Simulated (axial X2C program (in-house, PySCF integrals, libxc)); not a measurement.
MoH at several levels of theory

Calculated with an in-house all-electron X2C program for linear molecules (integrals from PySCF). Spin-free means the one-electron spin-free X2C Hamiltonian; two-component (2c) means X2C with spin–orbit coupling and atomic mean-field two-electron Coulomb and Gaunt terms, so the difference of the two also holds small scalar two-electron terms. Basis: Mo dyall-cv3z [11s12p9d5f3g], H dyall-v3z [6s2p1d] (cores contracted in-house); Gaussian nuclei, density fitting, unrestricted open shells. Masses: Mo 97.905 u, H 1.008 u.

State, spin-free: M_S = 5/2, Λ = 0 (beyond evenly filled blocks: σα, π+α, π-α, δ+α, δ-α); electrons by block: σα: 10, σβ: 9, π+α: 5, π+β: 4, π-α: 5, π-β: 4, δ+α: 2, δ+β: 1, δ-α: 2, δ-β: 1. Fragments: Mo + H.

State, 2c: Ω = 5/2 (⟨Sz⟩ = 2.50, ⟨Lz⟩ = 0.00 at PBE0); electrons by block: 1/2: 14, -1/2: 14, 3/2: 6, -3/2: 6, 5/2: 2, -5/2: 1. Fragments: Mo + H.

| Hamiltonian | level | Re (Å) | ωe (cm⁻¹) | ωexe (cm⁻¹) | αe (cm⁻¹) | De (eV) | D0 (eV) | μ (D) |
| --- | --- | --- | --- | --- | --- | --- | --- | --- |
| 2c | PBE0 | 1.717 | 1757.4 | 30.4 | 0.154 | 2.36 | 2.25 | -2.60 |
| 2c | HF | 1.780 | 1596.2 | 37.8 | 0.167 | 1.26 | 1.16 | -3.44 |
| 2c | MP2 | 1.702 | 1813.4 | 24.4 | 0.139 | 2.18 | 2.07 | n/a |
| 2c | CCSD | 1.723 | 1756.7 | 27.5 | 0.148 | 2.36 | 2.25 | n/a |
| 2c | CCSD(T) | 1.720 | 1765.1 | 26.7 | 0.149 | 2.41 | 2.30 | n/a |
| 2c | TPSS | 1.721 | 1770.5 | 29.8 | 0.149 | 2.69 | 2.58 | -2.39 |

Spin-free values that have a 2c row agree with it to the digits that matter (0.001 Å, 0.01 eV) and are not repeated.

Correlated methods: 15 electrons correlated (number of frozen shells: Mo 3 s, 2 p, 1 d; H none), 225 virtual spin orbitals or spinors in MP2, 110 natural virtuals in coupled cluster.

Dipoles are positive if H is the positive end.

Occupations by symmetry block were frozen at the best pattern of an incomplete PBE0 search. Dissociation energies refer to the lowest single-determinant-based atoms at the same level and basis. Density functionals use the spin component along the axis (collinear). CCSD and (T) use frozen natural virtuals with an MP2 correction for the truncation; (T) itself is uncorrected, so its De runs slightly low. With several unpaired electrons one determinant need not be a pure state. This is the top spin component of a Σ state; components of lower Ω are not single determinants and can lie lower. The determinant is spin-polarised beyond a pure state at some levels (its spin-free form has ⟨S²⟩ too high), which makes Re and μ there less reliable.

Rough cost a point (2c) on 1 thread(s) of a shared host, integrals apart: PBE0 0.5 s, HF 0.4 s, CCSD(T) 15 s, TPSS 0.6 s.

The whole task took 4.9 min on 1 thread of Arm Neoverse V1 (shared host).
